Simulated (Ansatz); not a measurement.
Ansatz (a program for electronic structure) input (RI-MP2/cc-pVTZ):
A basis named .json is the Basis Set Exchange file of that set.

Ansatz 0.2 input:
```yaml
crystal:
  periodic: [false, false, false]
  atoms:
    - {symbol: C, position_ang: [-1.53987489, 0.03915439, 0.09174102]}
    - {symbol: C, position_ang: [-0.36193975, -0.37539377, -0.77845974]}
    - {symbol: C, position_ang: [0.96532681, -0.11600465, -0.24776119]}
    - {symbol: O, position_ang: [1.20764649, 0.42101830, 0.86771278]}
    - {symbol: H, position_ang: [-1.54887711, -0.49308341, 1.04573096]}
    - {symbol: H, position_ang: [-1.55404977, 1.11655263, 0.27192710]}
    - {symbol: H, position_ang: [-2.47047873, -0.20749115, -0.41510041]}
    - {symbol: H, position_ang: [-0.37059478, 0.09573811, -1.77631676]}
    - {symbol: H, position_ang: [-0.36563074, -1.44897971, -1.03372118]}
    - {symbol: H, position_ang: [1.86558377, -0.37963425, -0.80217097]}
    - {symbol: H, position_ang: [0.40180237, 0.66221553, 1.37482849]}
basis:
  gaussian:
    orbitals: cc-pVTZ
    fitting: {mean_field: def2-universal-jkfit, correlation: cc-pVTZ-RIFIT.json}
total_charge: 1
magnetization: {spin_polarized: false}
correlation: {method: mp2, electrons: outside_noble_gas}
```

Output:

```
Functional definition: HF
integrals: 0.18 GiB planned
428 factors; integrals over basis functions are off by at most 9.1e-1 eV
mean field: 0.51 GiB planned
mean field evaluation 1: about -5229.0985 eV, gradient 4.8e1 eV
mean field evaluation 2: about -5232.8823 eV, gradient 2.4e1 eV
mean field evaluation 4: about -5233.9470 eV, gradient 1.7e0 eV
mean field evaluation 8: about -5233.9555 eV, gradient 2.3e-6 eV
mean field -5233.95545529 eV, -192.3443152795 hartree, gradient 2.3e-6 eV, S^2 0.000000; 0 other end points of the search recorded, 0 dependent functions left out
4 core orbitals not correlated
534 factors; their error is unknown
reference -5233.95545529 eV, -192.3443152795 hartree; 12, 12 occupied and 202, 202 virtual orbitals, 534 factors
second order -19.83763224 eV of doubles, -0.00000000 eV of singles
Total energy: -5253.79308753 eV, -193.0733348177 hartree
```

It need not be the lowest isomer of its formula.
